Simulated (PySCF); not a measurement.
SMILES [SiH3][O][Ti]([Cl])([Cl])[Cl] (PBE0/def2-SVP optimised geometry):

```
9

Ti    -0.300     1.347     0.006
Cl    -0.429     2.053    -2.048
Cl     1.120     2.557     1.126
Cl    -2.259     1.430     0.950
O      0.246    -0.293     0.000
Si     0.771    -1.898     0.000
H      2.259    -1.898     0.000
H      0.242    -2.557    -1.225
H      0.242    -2.557     1.225
```

Calculation: PySCF with PBE0/def2-TZVP.

What are the frontier orbital energies and the dipole moment?

HOMO-2 -9.34 eV, HOMO-1 -9.34 eV, HOMO -9.22 eV, LUMO -3.09 eV, LUMO+1 -3.09 eV; dipole moment 2.79 D.

Meta-Löwdin charges at PBE0/def2-TZVP: Ti1 1.25, Cl2 -0.34, Cl3 -0.34, Cl4 -0.34, O5 -0.70, Si6 0.74, H7 -0.09, H8 -0.09, H9 -0.09.
